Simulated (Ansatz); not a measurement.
Correlation energies of `[NH2][Nb](=[O])([OH])[Cl]` by basis set

```xyz
8

N     0.5174    0.7784   -1.0728
Nb   -0.0044    0.0155    0.6486
O    -0.4526    1.3368    1.5989
O    -1.4938   -1.1471    0.5000
Cl    1.8060   -1.1142    1.5555
H     0.8400    0.2477   -1.8706
H     0.5033    1.7649   -1.2878
H    -1.7159   -1.8820   -0.0718
```

Charge 0, multiplicity 1. Correlated methods include outer-core shells of Nb, which these sets cover unevenly. Nb: def2 effective core potential. The geometry is a stationary point of PBE0-D4/def2-TZVP. It is one conformer, not always the lowest. Frozen core, restricted reference, Ansatz 0.2.0.

| basis | HF (Eh) | MP2 corr. | CCSD corr. | (T) | CCSD(T) total |
| --- | --- | --- | --- | --- | --- |
| def2-SVP | -721.66918 | -1.03196 | -1.01719 | -0.04338 | -722.72975 |
| def2-TZVPP | -722.10863 | -1.36677 | -1.34481 | -0.07091 | -723.52435 |
| def2-QZVPP | -722.13560 | -1.48617 | – | – | – |
